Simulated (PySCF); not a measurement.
Correlation energy of Sc (scandium, neutral)

[Ar] 3d1 4s2, 2D determinant. Computed with PySCF 2.14 in ANO-RCC-VTZP (6s5p3d2f1g, 59 functions), with scalar relativity by spin-free X2C-1e. Frozen: [Ar]; 3 electrons correlated.

```
  level  correlation energy (mhartree)
   CCSD                         -39.13
    (T)                          -0.96
CCSD(T)                         -40.09
  CCSDT                         -40.62
```

Diagnostics: T1 = 0.022, D1 = 0.0398, largest double amplitude 0.155.

A double-excitation amplitude exceeds 0.15, a sign of near-degeneracy.

Cost of the coupled-cluster step: roughly 1.2 core-seconds, for 3 correlated electrons.

Iterations:

```
CC2 = 0
CCSD nocc = (np.int64(2), np.int64(1)), nmo = (50, 50)
frozen orbitals [[0, 1, 2, 3, 4, 5, 6, 7, 8], [0, 1, 2, 3, 4, 5, 6, 7, 8]]
max_cycle = 100
direct = 0
conv_tol = 1e-08
conv_tol_normt = 1e-06
diis_space = 8
diis_start_cycle = 0
Init t2, MP2 energy = -0.027364287962501
Init E_corr(UCCSD) = -0.0273642879651664
cycle = 1  E_corr(UCCSD) = -0.0340321973466315  dE = -0.00666790938  norm(t1,t2) = 0.0672476
cycle = 2  E_corr(UCCSD) = -0.0365817001571786  dE = -0.00254950281  norm(t1,t2) = 0.0323648
cycle = 3  E_corr(UCCSD) = -0.0388927841535321  dE = -0.002311084  norm(t1,t2) = 0.0177495
cycle = 4  E_corr(UCCSD) = -0.038994481460677  dE = -0.000101697307  norm(t1,t2) = 0.00489068
cycle = 5  E_corr(UCCSD) = -0.0390752248410792  dE = -8.07433804e-05  norm(t1,t2) = 0.0030215
cycle = 6  E_corr(UCCSD) = -0.0391127168725309  dE = -3.74920315e-05  norm(t1,t2) = 0.00191514
cycle = 7  E_corr(UCCSD) = -0.0391166803527504  dE = -3.96348022e-06  norm(t1,t2) = 0.00108859
cycle = 8  E_corr(UCCSD) = -0.039140663548493  dE = -2.39831957e-05  norm(t1,t2) = 0.00033277
cycle = 9  E_corr(UCCSD) = -0.039121876535325  dE = 1.87870132e-05  norm(t1,t2) = 0.000198109
cycle = 10  E_corr(UCCSD) = -0.0391323628538381  dE = -1.04863185e-05  norm(t1,t2) = 0.000128278
cycle = 11  E_corr(UCCSD) = -0.0391320557501353  dE = 3.07103703e-07  norm(t1,t2) = 5.53792e-05
cycle = 12  E_corr(UCCSD) = -0.0391314338461397  dE = 6.21903996e-07  norm(t1,t2) = 3.37852e-05
cycle = 13  E_corr(UCCSD) = -0.0391316719061983  dE = -2.38060059e-07  norm(t1,t2) = 1.70451e-05
cycle = 14  E_corr(UCCSD) = -0.0391314862326275  dE = 1.85673571e-07  norm(t1,t2) = 6.48354e-06
cycle = 15  E_corr(UCCSD) = -0.0391314547496408  dE = 3.14829867e-08  norm(t1,t2) = 2.86956e-06
cycle = 16  E_corr(UCCSD) = -0.0391314568958978  dE = -2.14625708e-09  norm(t1,t2) = 1.63356e-06
cycle = 17  E_corr(UCCSD) = -0.0391314812540997  dE = -2.43582018e-08  norm(t1,t2) = 1.10762e-06
cycle = 18  E_corr(UCCSD) = -0.039131478115923  dE = 3.13817664e-09  norm(t1,t2) = 4.94077e-07
UCCSD converged
E(UCCSD) = -763.3244975068301  E_corr = -0.03913147811592303
UCCSD(T) correction = -0.000961514655375125
```
